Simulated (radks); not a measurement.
Species: F. Configuration: [He] 2s1.5 2p5.5 (fractional occupations, a model configuration). Calculated with a radial shooting solver on a logarithmic mesh with Libxc functionals: Dirac Kohn-Sham, PBE, spin-unpolarised, spherical densities, point nucleus; open shells are shared between the two j in proportion to 2j + 1.

Unscreened Slater integrals over Kohn-Sham orbitals (cm^-1). Large and small components are both included.

\begin{tabular}{lr}
integral & value \\ \hline
F0(2p3/2,2p3/2) & 187010 \\
F2(2p3/2,2p3/2) & 81998 \\
F0(2p3/2,2p1/2) & 187230 \\
G2(2p3/2,2p1/2) & 82065 \\
F0(2p3/2,2s1/2) & 192590 \\
G1(2p3/2,2s1/2) & 115770 \\
F0(2p3/2,1s1/2) & 275580 \\
G1(2p3/2,1s1/2) & 28614 \\
F0(2p1/2,2p1/2) & 187440 \\
F0(2p1/2,2s1/2) & 192810 \\
G1(2p1/2,2s1/2) & 115880 \\
F0(2p1/2,1s1/2) & 276240 \\
G1(2p1/2,1s1/2) & 28744 \\
F0(2s1/2,2s1/2) & 199710 \\
F0(2s1/2,1s1/2) & 285450 \\
G0(2s1/2,1s1/2) & 20484 \\
F0(1s1/2,1s1/2) & 1173400 \\
\end{tabular}
